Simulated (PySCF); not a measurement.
[Ce(NH3)4]3+ at several levels of theory

Computed with PySCF 2.14.0 (density fitting, no spin-orbit coupling) at the geometry relaxed with PBE:

```xyz
17
[Ce(NH3)4]3+ (singlet in the valence; each metal's 4f electrons, 1 of them, lie in its core potential, out of spins and levels; a saddle point, relaxed within its symmetry)
Ce    0.0000    0.0000    0.0028
N     1.4892    1.4892    1.4882
H     1.3670    1.3670    2.5164
H     2.5168    1.3650    1.3630
H     1.3650    2.5168    1.3630
N    -1.4892   -1.4892    1.4882
H    -1.3670   -1.3670    2.5164
H    -2.5168   -1.3650    1.3630
H    -1.3650   -2.5168    1.3630
N     1.4884   -1.4884   -1.4878
H     2.1325   -2.1325   -0.9806
H     0.9798   -2.1314   -2.1318
H     2.1314   -0.9798   -2.1318
N    -1.4884    1.4884   -1.4878
H    -2.1325    2.1325   -0.9806
H    -0.9798    2.1314   -2.1318
H    -2.1314    0.9798   -2.1318
```

| level | basis | state | HOMO (eV) | gap (eV) | charge on Ce1 (e) | population of f-type functions on Ce1 (polarisation alone where 4f lies in the core) | dipole about the centre of mass (D) | largest force component (eV/Å) |
| --- | --- | --- | --- | --- | --- | --- | --- | --- |
| PBE | Ce lcecp-1-SVP with ECP47, N def2-SVP, H def2-SVP | singlet | -21.32 | 5.91 | 1.56 | 0.03 | 0.00 | 0.01 |
| BLYP | the same | singlet | -21.17 | 5.86 | 1.55 | 0.03 | 0.00 | 0.05 |
| wB97X | the same | singlet | -25.38 | 12.96 | 1.77 | 0.04 | 0.00 | 0.38 |
| revPBE | the same | singlet | -21.30 | 5.99 | 1.60 | 0.03 | 0.00 | 0.05 |
| r2SCAN | the same | singlet | -21.67 | 6.53 | 1.71 | 0.03 | 0.00 | 0.30 |
| PBE0 | Ce def2-SVP with ECP28, N def2-SVP, H def2-SVP | doublet | -21.45 | 5.44 | 1.74 | 1.12 | 0.09 | 0.38 |

In the lcecp rows the 4f levels are missing from HOMO and gap, and the state counts the valence alone.

HOMO and gap are taken over both spins. Charges are Mulliken's, which hang on the basis. The relaxation used the grid (50, 194), these runs (75, 302) or, all-electron (x2c bases, spin-free X2C Hamiltonian), (99, 590).

Question: What does PBE with Ce lcecp-1-TZVP with ECP47, N def2-TZVP, H def2-TZVP give here?

Answer: state singlet, HOMO (eV) -21.28, gap (eV) 5.95, charge on Ce1 (e) 1.92, population of f-type functions on Ce1 (polarisation alone where 4f lies in the core) 0.05, dipole about the centre of mass (D) 0.01, largest force component (eV/Å) 0.26. Time: 34 s on 4 threads of Arm Neoverse V2, with other jobs on the host, from free ions and atoms.

In the first row's basis the gap widens with exact exchange: 5.9 to 6.5 eV for BLYP, PBE, revPBE, r2SCAN (none); 13.0 eV for wB97X (rising or full at long range).

An lcecp potential fixes the number of 4f electrons, so in runs with it no electron can move into or out of that shell.

Rows with open f shells in the valence may stand above their lowest state, and their gaps can end on f levels.
